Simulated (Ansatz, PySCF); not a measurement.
Torsion H4–C1–Ge2–F3 in CH3FGe (SMILES [CH3][Ge][F]); at each angle all else is relaxed with GFN2-xTB, and the levels are single points there.
Geometry at 60° (charge 0, multiplicity 1):
```csv
atom,x (Å),y (Å),z (Å)
C,-0.5868,-0.0123,-0.0021
Ge,1.2664,-0.8498,-0.1033
F,0.8471,-2.2003,1.0465
H,-0.8064,0.2729,1.0274
H,-1.3385,-0.7408,-0.3075
H,-0.6850,0.8707,-0.6327
```

On the grid 0° to 120°, 0° is the highest and 60° the lowest point at CCSD(T)/CBS(cc-pVTZ, cc-pVQZ).

Cores are frozen in the correlated methods. Filled d and f shells under p-block atoms count as core. CBS: X⁻³ extrapolation of the correlation energy, Hartree–Fock from the larger set.

Codes used: Ansatz (an electronic-structure program) with Gaussian orbitals; PySCF for the dispersion terms. Each number belongs to the level named beside it.

PBE/def2-TZVPP gives 0.27 kcal/mol for the energy at 0° less that at 60°.

### Question
Predict the shift from PBE, with its sign, for: PBE-D3(BJ)/def2-TZVPP, r2SCAN/def2-TZVPP, PBE0/def2-TZVPP, wB97M-V/def2-TZVPP, MP2/CBS(cc-pVTZ, cc-pVQZ), CCSD(T)/CBS(cc-pVTZ, cc-pVQZ).

### Answer
PBE-D3(BJ)/def2-TZVPP 0.01; r2SCAN/def2-TZVPP 0.13; PBE0/def2-TZVPP 0.09; wB97M-V/def2-TZVPP 0.12; MP2/CBS(cc-pVTZ, cc-pVQZ) 0.14; CCSD(T)/CBS(cc-pVTZ, cc-pVQZ) 0.13 kcal/mol. 6 of 6 lie above PBE; the widest gap is to MP2/CBS(cc-pVTZ, cc-pVQZ).
